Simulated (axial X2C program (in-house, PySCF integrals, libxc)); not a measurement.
GaO⁻ along the bond: HF, 2c

All values were computed with an in-house relativistic program for diatomic molecules. Two-component (2c) means X2C with spin–orbit coupling and atomic mean-field two-electron Coulomb and Gaunt terms. Basis: Ga dyall-acv3z [10s10p8d5f1g], O dyall-av3z [7s6p3d2f] (cores contracted in-house); Gaussian nuclei, density fitting, unrestricted open shells. Masses: Ga 68.926 u, O 15.995 u.

State: Ω = 0 (closed shell). Dipoles are positive if O is the positive end and refer to the centre of mass.

| R (Å) | μ (D) | HOMO (eV) | LUMO (eV) |
| --- | --- | --- | --- |
| 1.486 | -1.672 | -2.45 | 3.06 |
| 1.554 | -2.260 | -2.60 | 3.05 |
| 1.605 | -2.701 | -2.70 | 3.04 |
| 1.657 | -3.144 | -2.78 | 3.04 |
| 1.708 | -3.585 | -2.86 | 3.03 |
| 1.768 | -4.100 | -2.93 | 3.01 |
| 1.828 | -4.611 | -2.97 | 3.00 |
| 1.904 | -5.259 | -2.98 | 2.98 |
| 1.998 | -6.032 | -2.93 | 2.96 |
| 2.135 | -7.083 | -2.71 | 2.93 |

(1) The minimum lies at 1.681 Å. What is the dipole moment there?

The state is one determinant whose occupation by symmetry is held fixed; it was picked as the lowest of a PBE0 search that is not exhaustive. Closed shells are restricted here (equal orbitals for both partners); the stretched side of such a curve lies too high. The LUMO of an anion is an unbound level whose energy the basis sets.

Results:

(1) At HF, 2c, with the sign and origin stated: μ = -3.35 D.
